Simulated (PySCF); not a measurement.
These compounds are isomers of formula C4H9PSi2.

A. `C(=C)[Si@H](P)C#C[SiH3]`
B. `InChI=1S/C4H9PSi2/c1-2-3-4-7(5)6/h2,7H,1,5H2,6H3/t7-/m0/s1`
C. SMILES C#C/C(=C/[SiH3])[SiH2]P
D. `P[SiH2]/C=C\[SiH2]C#C`
E. SMILES [SiH3]/C(C#C)=C/[SiH2]P

Spectrum 1. 1H NMR (400 MHz, computed): δ 7.49 (m, 1H), 7.12 (m, 1H), 4.70 (m, 2H), 4.62 (m, 2H), 2.00 (t, 1H), 1.57 (m, 2H). 13C{1H} NMR (computed): δ 161.9 (CH), 148.9 (CH), 106.7 (CH), 88.8 (C).

Spectrum 2. 1H NMR (400 MHz, computed): δ 7.47 (m, 1H), 4.56 (m, 2H), 4.30 (s, 3H), 3.80 (s, 1H), 1.45 (m, 2H). 13C{1H} NMR (computed): δ 166.7 (CH), 145.7 (C), 104.6 (CH), 87.5 (C).

Spectrum 3. 1H NMR (400 MHz, computed): δ 6.12 (m, 1H), 6.12 (m, 1H), 5.92 (m, 1H), 4.78 (m, 1H), 3.54 (m, 3H), 1.52 (m, 2H). 13C{1H} NMR (computed): δ 138.5 (CH2), 124.7 (CH), 117.9 (C), 100.4 (C).

Spectrum 4. 1H NMR (400 MHz, computed): δ 6.73 (m, 1H), 6.33 (m, 1H), 6.28 (m, 1H), 5.36 (m, 1H), 4.23 (s, 3H), 1.26 (m, 2H). 13C{1H} NMR (computed): δ 147.4 (CH2), 140.3 (CH), 120.1 (C), 114.4 (C).

Spectrum 5. 1H NMR (400 MHz, computed): δ 7.76 (m, 1H), 4.92 (m, 2H), 4.34 (d, 3H), 3.28 (s, 1H), 1.20 (m, 2H). 13C{1H} NMR (computed): δ 161.6 (CH), 146.9 (C), 93.8 (CH), 91.5 (C).

PySCF 2.14.0 with density-fitted response routines calculation with GFN2-xTB geometry and σ from GIAO-PBE0/pcSseg-1; single conformer, relativity neglected, in vacuum, averaged over atoms made equivalent by symmetry, fast rotation or ring inversion.

Scale: 1H and 13C vs TMS (reference shieldings calculated alike). Splittings of carbon signals by F and P are missing where no couplings were computed. Where no couplings were computed, multiplicities follow the n + 1 count of equivalent neighbours, and m marks all less simple cases (inequivalent or close neighbours, rings, F or P nearby). Shifts are as computed. Against solution values, carbons near 30 ppm lie about +3 ppm off and those near 130 ppm about +5 ppm. Of 1211 compounds with measured shifts, 218 miss one by over three times the rms of a fit or turn the order of signals round; such compounds aren't used in these exercises.

Match each spectrum to its structure.

Results:

1–D, 2–E, 3–B, 4–A, 5–C.

- Spectrum 1 (D): 4 13C signals; δC 161.9 is an alkene CH; δC 148.9 is an alkene CH.
- Spectrum 2 (E): 4 13C signals; δC 145.7 is a fully substituted alkene carbon; δC 104.6 is a terminal alkyne carbon.
- Spectrum 3 (B): 4 13C signals; δC 138.5 is a terminal =CH2 carbon; δC 124.7 is an alkene CH.
- Spectrum 4 (A): 4 13C signals; δC 147.4 is a terminal =CH2 carbon; δC 140.3 is an alkene CH.
- Spectrum 5 (C): 4 13C signals; δC 161.6 is an alkene CH; δC 146.9 is a fully substituted alkene carbon.
